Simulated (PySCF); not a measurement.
## Dipole response of Cl⁺ (chlorine, charge +1)

[Ne] 3s2 3p3 4s1, high-spin 5S determinant (an excited configuration). All numbers are calculated (PySCF 2.14, scalar relativity by spin-free X2C-1e, in aug-cc-pVQZ-DK (7s6p4d3f2g, 84 functions)). Coupled (time-dependent) response in atomic units; α is the mean over directions.

```
 method  mean α (bohr³)  C₆ (like pair)  S(−4)
    UHF           143.7            1374  20420
    PBE           118.4            1048  13650
   PBE0           128.0            1171  15970
r2SCAN0           127.0            1183  15040
```

S(−4) is the Cauchy moment in α(ω) = α(0) + S(−4) ω² + …

α(iu) at PBE0:

| u (hartree) | α(iu) (bohr³) |
| --- | --- |
| 0 | 128.0 |
| 0.0500 | 97.90 |
| 0.100 | 58.77 |
| 0.200 | 25.23 |
| 0.300 | 14.79 |
| 0.500 | 7.897 |
| 0.750 | 4.824 |
| 1.00 | 3.299 |
| 1.50 | 1.812 |
| 2.00 | 1.139 |
| 3.00 | 0.5737 |
| 5.00 | 0.2395 |

A single London oscillator, α(iu) = α/(1 + u²/ω²), gives C₆ = (3/4) ω α². Matching the computed C₆ needs ω = 4 × 1171 / (3 × 128.0²) = 0.0953 hartree.

For an ion, C₆ is the dispersion term alone; charge-induced terms of lower order in 1/R come first.

The outer electron is Rydberg-like, and this basis confines it to a smaller radius and binds it less than a complete one would.
